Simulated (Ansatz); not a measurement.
Consider the isomerisation: `C=C[SiH2][AsH2]` → `[SiH3]C1C[AsH]1`.

Gas-phase electronic energies from Ansatz, PBE0-D4/def2-TZVP geometries. CCSD(T)/CBS is the MP2 limit (def2-TZVPP, def2-QZVPP) plus CCSD(T) − MP2 in def2-TZVPP, frozen cores. DFT in def2-TZVPP. B3LYP here is the variant with VWN-RPA as its local correlation; programs differ in this. For As outer-core shells are correlated without core-valence functions, which leaves a few kJ/mol of doubt a bond. Scalar relativity is left out up to krypton. One conformer a species, not always the lowest.

CCSD(T)/CBS gives +4.7 kcal/mol.

**Question.** Another level gave +2.6 kcal/mol. Which?
A. ωB97X-V/def2-TZVPP
B. B3LYP-D4/def2-TZVPP
C. HF/def2-TZVPP
D. SCS-MP2/def2-TZVPP

**Answer.** D. SCS-MP2/def2-TZVPP 2.6, B3LYP-D4 7.9, HF/def2-TZVPP 12.3, ωB97X-V 4.9 kcal/mol.

Largest T1 diagnostic among the species: 0.012.

In def2-TZVPP, CCSD(T) changes the Hartree–Fock value by −7.6 kcal/mol (the triples alone add −0.9 kcal/mol) and MP2 by −12.0 kcal/mol.
